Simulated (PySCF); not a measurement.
# Reading the logs of faulty runs: AlBFH3N

Calculated results; nothing here was measured. They come from PySCF 2.14.0, an open-source quantum chemistry program, on an isolated molecule that a program drew, which may never have been made. The molecule is AlBFH3N (charge 0, doublet), drawn as the SMILES string `N[B](F)[AlH]`.

Each row is a Hartree-Fock (HF) and frozen-core CCSD(T) single point in the cc-pV(D+d)Z basis, meant for a local HF minimum. Run 1 is clean. Each other run has one planted mistake out of seven kinds, and not every kind appears here: one electron removed, one electron added, multiplicity raised by two, geometry at a saddle point, minimal basis STO-3G, one bond length entered in bohr, all coordinates scaled. The reference is restricted for singlets and unrestricted otherwise, and also for a bond in bohr. Adding or removing an electron swaps singlet and doublet. Electrons count all cores. HOMO and LUMO are orbital energies over both spins, the gradient is its largest component, and the lowest frequency (negative if imaginary) is given only where the gradient is small. Bond lengths are over the 6 bonds as drawn. T1 is the CCSD diagnostic: over 0.02 (restricted) or 0.045 (unrestricted) a single reference is doubtful.

Geometry of the clean run:
```xyz
7
AlBFH3N, angstrom
N    -1.5447    0.5598    0.3698
B    -0.8745    0.5034    1.5893
F     0.4494    0.7936    1.5526
Al   -1.8366   -0.0104    3.4804
H    -2.5177    0.3648    0.2700
H    -1.0795    0.8003   -0.4847
H    -3.3961   -0.3746    3.4501
```

```
run  electrons  basis functions  <S^2>  HOMO (eV)  LUMO (eV)  gradient (hartree/bohr)  lowest frequency (cm^-1)  mean bond (Å)  longest bond (Å)      T1  HF (hartree)  CCSD(T) (hartree)                          mistake
  1         37               80  0.755      -7.64       0.55                  9.5e-06                        34         1.4221             2.183  0.0159    -422.30037         -422.82683                         no fault
  2         37               80  1.111      -7.52       0.69                  9.1e-03                         -         1.6597             3.027  0.0400    -422.22307         -422.74472  one bond length entered in bohr
  3         36               80  0.000     -16.42      -6.39                  4.6e-02                         -         1.4221             2.183  0.0181    -422.04203         -422.56807             one electron removed
  4         38               80  0.000       0.13       6.10                  3.8e-02                         -         1.4221             2.183  0.0163    -422.27033         -422.82808               one electron added
  5         37               80  3.757      -6.53      -1.17                  6.5e-02                         -         1.4221             2.183  0.0274    -422.19280         -422.70853       multiplicity raised by two
  6         37               27  0.755      -3.81       7.97                  4.2e-02                         -         1.4221             2.183  0.0168    -416.90983         -417.07071                                ?
```

**Which mistake was planted in run 6, and what did it cost?**

It has 27 basis functions where the clean run has 80, with the same electrons and geometry. So the mistake is: minimal basis STO-3G. Subtracting run 1 and multiplying by 627.51 kcal/mol a hartree, the energy moved by 3382.6 kcal/mol in HF and 3612.0 kcal/mol in CCSD(T).

Cautions from the logs. Run 4: the HOMO is above zero, so the electron isn't bound and the energy depends on the basis.
